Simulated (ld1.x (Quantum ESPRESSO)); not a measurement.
# zinc (Zn), PAW: configuration errors across variants

| Property | Result |
| --- | --- |
| Element | zinc |
| Generator | ld1.x (Quantum ESPRESSO) 7.5 |
| Type | PAW |
| Functional | PBE |
| Relativity | scalar-relativistic |
| Frozen core | [Ne] 3s2 |
| Valence charge | 18 |
| Reference configuration | 3p6 3d10 4s1.5 4p0 (charge +0.5) |
| Partial waves | 4s (bound): rcut 1.90, rcutus 2.30 bohr; 4s channel at -0.35 Ry: rcut 1.90, rcutus 2.30 bohr; 3p (bound): rcut 1.15, rcutus 1.30 bohr; 4p (bound, empty): rcut 1.15, rcutus 1.30 bohr; 3d (bound): rcut 1.05, rcutus 1.15 bohr; 3d channel at -0.3 Ry: rcut 1.05, rcutus 1.15 bohr |
| Local potential | all-electron potential smoothed inside 1.50 bohr (lloc = -1) |
| Core correction | Bessel-smoothed model core inside 0.55 bohr |
| Augmentation charge | BESSEL, radius 0.85 bohr |

All-electron excitation energies from the reference (eV): (1) 3p6 3d10 4s2 4p0 -3.941; (2) 3p6 3d10 4s1 4p0 5.948; (3) 3p6 3d10 4s0 4p0 24.390; (4) 3p6 3d10 4s0 4p2 6.617; (5) 3p6 3d10 4s1 4p1 1.146.

Tests that are not counted but printed errors over 1 eV. “base”: 3p6 3d9 4s2 4p0 (solver errors, printed error -4213 eV).

1 further variants failed, have other tests or too few solved ones, and are left out.

Errors AE − PS in meV (a dash: test not solved or not reliable):

```csv
change,(1),(2),(3),(4),(5),bound ghosts
base,+2.6,+2.9,+34,+27,+3.7,none
"augmentation BESSEL, radius 0.80 bohr",+2.9,+3.1,+35,–,–,none
"waves 3d (bound): rcut 0.86, rcutus 0.92 bohr; 3d channel at -0.3 Ry: rcut 0.86, rcutus 0.92 bohr",+2.0,+2.4,+28,–,–,none
"waves 4s (bound): rcut 1.90, rcutus 2.94 bohr; 4s channel at -0.35 Ry: rcut 1.90, rcutus 2.94 bohr",–,–,–,–,–,none
local potential all-electron potential smoothed inside 2.70 bohr (lloc = -1),–,–,–,–,–,none
core correction Bessel-smoothed model core inside 0.70 bohr,+2.6,+2.8,+34,–,–,none
local potential all-electron potential smoothed inside 2.00 bohr (lloc = -1),–,–,–,–,–,none
```

(1) Give the same row for: waves 3p (bound): rcut 1.15, rcutus 1.46 bohr; 4p (bound): rcut 1.15, rcutus 1.46 bohr.

Answers

(1) –, –, –, –, –; bound ghosts: none.
